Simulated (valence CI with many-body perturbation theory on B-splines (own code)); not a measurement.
## Questions on Dy34+

Computed by configuration interaction combined with many-body perturbation theory (CI+MBPT): four valence electrons over a frozen Dirac-Fock core [Ar] 3d10, a basis of 11 s, 11 p, 10 d, 8 f, 5 g, 2 h functions for each j, with the one-electron correlation potential Σ1 (screened to all orders), the two-electron term Σ2, the three-electron term Σ3, Breit, model QED; selected single and double excitations, second order for the rest, scaled by the run's own slope (own B-spline code, finite nucleus).

The last digits are not significant, and no measured levels were compared; by estimate large intervals hold to a few tenths of a per cent, small ones and those within an open d or f shell to about a per cent. Among the levels kept, up to 400 cm⁻¹ of a level comes from second order outside the variational space, and about a tenth of that is noise between levels of different J, which matters for small intervals.

Levels are named by their leading jj configuration (3d3/2^4 stands for four electrons in 3d with j = 3/2), which in mixed levels can hold well under half, so a name can repeat and another be missing.

Rates and lifetimes use the calculated energies. Strong lines usually hold to 10 to 20 %, long lifetimes can be off by a factor of two.

Question: What is the ground level?

Answer: (4s^2 4p1/2^2) J=0, composition 72 % 4s2.4p2 3P + 27 % 4s2.4p2 1S.

Question: How well does LS coupling describe the low levels?

Answer: Among the lowest 20 levels the leading LS term, summed over configurations, holds 60 % on average. For single configurations the figures are 55 % in LS and 84 % in jj coupling. Terms mix most in the J = 1 level at 194.92 eV, where the leading one holds 41 %.

Question: What is the ionisation energy?

Answer: 1470.2 eV; NIST lists 1468 ± 5 eV (theoretical).

Question: Among levels below 469.94 eV, which E1 lines absorb most strongly from the ground level?

Answer: to (4s 4p1/2 4p3/2^2) J=1 at 6.726 nm, f = 0.839; to (4s 4p1/2^2 4p3/2) J=1 at 9.083 nm, f = 0.484; to (4s 4p1/2 4p3/2^2) J=1 at 6.361 nm, f = 0.429.

Question: Where does the other parity begin?

Answer: At (4s 4p1/2^2 4p3/2) J=2, 124.17 eV.

Question: Name the longest-lived excited levels whose lifetime is computed, and their main decay.

Answer: (4s^2 4p1/2 4p3/2) J=2 at 51.43 eV lives 78.3 μs, mostly by E2 to (4s^2 4p1/2^2) J=0; (4s^2 4p3/2 4d5/2) J=4 at 237.13 eV lives 1.58 μs, mostly by M1 to (4s^2 4p1/2 4d5/2) J=3; (4s^2 4p1/2 4p3/2) J=1 at 47.85 eV lives 1.35 μs, mostly by M1 to (4s^2 4p1/2^2) J=0.
